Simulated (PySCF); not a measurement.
Computed shifts of a molecule C3H4ClNSi, B3LYP/pcSseg-1 (PySCF), GIAO, gas phase, atoms alike by connectivity averaged where their shifts nearly agree, in ppm (number of nuclei): ²⁹Si: -10.1 (1). ¹³C: 189.8 (1), 172.2 (1), 118.7 (1). ¹⁵N: 470.3 (1). ¹H: 8.91 (1), 8.36 (1), 5.78 (1), 5.53 (1). References: ³⁵Cl against HCl (σ = 933.3 ppm); ²⁹Si against TMS (σ = 338.7 ppm); ¹³C against TMS (σ = 181.3 ppm); ¹⁵N against NH3 (σ = 265.5 ppm); ¹H against TMS (σ = 31.68 ppm), references at their B3LYP-D3(BJ)/def2-TZVP geometries, non-relativistic (without spin–orbit terms, shifts of atoms bonded to Cl or Br come out too high). Coordinates come from a r2SCAN-D4/def2-SVP optimisation. The values are those of a single conformer.

### Question
Which structure fits?
(A) N#C/C=C(\[SiH3])Cl
(B) C#C/C=N/[SiH2]Cl
(C) Cl[Si@H]1C=CC=N1
(D) Cl[Si@@H]1C=CN=C1

### Answer
D, Cl[Si@@H]1C=CN=C1
